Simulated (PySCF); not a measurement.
# Vibration and rotation of KO⁻

UHF-CCSD(T) constants of KO⁻, ³Π (triplet), unpaired electrons σ ↑, π ↑ (K def2-SVPD, O def2-SVPD; no relativity (PySCF 2.14); masses 38.9637 and 15.9949 u):

* ωe: 308.8 cm⁻¹
* ωexe: 2.4 cm⁻¹
* Be: 0.23679 cm⁻¹
* αe: 0.00261 cm⁻¹

(1) What force constant and bond length do these constants imply?

(2) Estimate the centrifugal constant D from the Kratzer relation and find the Dunham coefficient a1.

Correlated steps freeze 6 core orbitals. The state was picked by a PBE0 search and need not be the measured ground state.

Results:

(1) Reduced mass μred = 11.340 u; k = 5.8918×10⁻⁷·μred·ωe² (u, cm⁻¹, mdyn/Å) = 0.637 mdyn/Å; Re = √(16.8576/(μred·Be)) (u, cm⁻¹, Å) = 2.506 Å.

(2) D = 4Be³/ωe² = 5.57e-07 cm⁻¹; a1 = −1 − αeωe/(6Be²) = -3.40.
